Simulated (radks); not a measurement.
Results of a calculation; reference values are marked as such.
Species: Nd2+. Configuration: [Xe] 4f4 (the NIST ground configuration). Code: a radial shooting solver on a logarithmic mesh with Libxc functionals. Model: scalar-relativistic Kohn-Sham, PBE, spin-polarised, spherical densities, finite nucleus; open shells are filled with parallel spins first (spin-orbit coupling, left out, can overturn this in heavy ions); Fermi nuclear charge, rms radius 4.9123 fm.

Unscreened Slater integrals over Kohn-Sham orbitals (eV). They are taken over the spin-up orbitals.

| integral | value |
|---|---|
| F0(4f,4f) | 24.038 |
| F2(4f,4f) | 10.981 |
| F4(4f,4f) | 6.8050 |
| F6(4f,4f) | 4.8721 |
| F0(4f,5p) | 16.741 |
| F2(4f,5p) | 6.2441 |
| G2(4f,5p) | 3.7594 |
| G4(4f,5p) | 2.8008 |
| F0(4f,5s) | 18.696 |
| G3(4f,5s) | 4.1261 |
| F0(4f,4d) | 28.257 |
| F2(4f,4d) | 13.077 |
| F4(4f,4d) | 8.2482 |
| G1(4f,4d) | 15.374 |
| G3(4f,4d) | 9.5403 |
| G5(4f,4d) | 6.7145 |
| F0(5p,5p) | 14.377 |
| F2(5p,5p) | 7.7515 |
| F0(5p,5s) | 15.384 |
| G1(5p,5s) | 10.283 |
| F0(5p,4d) | 18.009 |
| F2(5p,4d) | 5.0376 |
| G1(5p,4d) | 1.4156 |
| G3(5p,4d) | 1.3731 |
| F0(5s,5s) | 16.703 |
| F0(5s,4d) | 20.456 |
| G2(5s,4d) | 2.2135 |
| F0(4d,4d) | 34.646 |
| F2(4d,4d) | 17.623 |
| F4(4d,4d) | 11.780 |

Derived for the open shells (J is the average intra-shell exchange parameter used in DFT+U). 4f: F4/F2 = 0.620, F6/F2 = 0.444, J = (286 F2 + 195 F4 + 250 F6)/6435 = 0.8835 eV.
